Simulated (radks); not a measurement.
Ionisation of the gallium ion Ga20+, [Ne] 3s1, to [Ne] as the strength of local exchange is varied. Method: scalar-relativistic Kohn-Sham, Slater X-alpha exchange (alpha = 2/3 is LDA exchange), no correlation, spin-unpolarised, spherical densities, point nucleus; computed with a radial shooting solver on a logarithmic mesh with Libxc functionals.

alpha,E(Ga20+) (hartree),exchange (hartree),IE (eV),-e of the level emptied (eV),<r> of it (bohr)
0.567,-1702.70301,-39.64349,799.89,780.12 (3s),0.5361
0.667,-1709.71247,-46.76336,804.80,785.47 (3s),0.5340
0.841,-1721.95483,-59.24353,813.39,794.82 (3s),0.5304
0.849,-1722.51910,-59.82013,813.78,795.26 (3s),0.5303
0.883,-1724.91862,-62.27342,815.47,797.09 (3s),0.5296
0.891,-1725.48354,-62.85131,815.86,797.52 (3s),0.5294
0.937,-1728.73421,-66.17896,818.14,800.01 (3s),0.5285
1.032,-1735.46044,-73.07704,822.85,805.15 (3s),0.5265

NIST Atomic Spectra Database: 807.31 eV (semi-empirical). The Delta-SCF value meets it near alpha = 0.72. Spin polarisation and multiplet splitting are left out, so open shells lie too high by an amount that depends on their filling.

Beside tabulated values, note that spin-unpolarised runs miss the spin-polarisation part of the exchange energy of open shells.
